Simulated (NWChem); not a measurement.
# C2HBrClF; SMILES C(=C(/Cl)Br)/F

```xyz
6

F     -1.2110    -2.4281     0.0000
C     -1.2039    -1.1087     0.0000
C     -0.0667    -0.4060     0.0000
Cl     1.4683    -1.1619     0.0000
Br    -0.1147     1.4683     0.0000
H     -2.1920    -0.6430     0.0000
```
Atoms are numbered in this order, from 1.

Computed with NWChem. Pople sets run with spherical d functions. Coordinates come from a PBE0/def2-SVP optimisation. Level: M06-2X/6-31G* with COSMO at NWChem's default radii, gas-phase geometry; rows give the dielectric constant.

```
dielectric constant  electrostatic solvation energy (kcal/mol)  dipole in solution (D)
-------------------  -----------------------------------------  ----------------------
2.4                                                       -1.4                    1.62
11.7                                                      -2.3                    1.82
25.0                                                      -2.4                    1.85
46.7                                                      -2.4                    1.86
78.4                                                      -2.5                    1.86
```
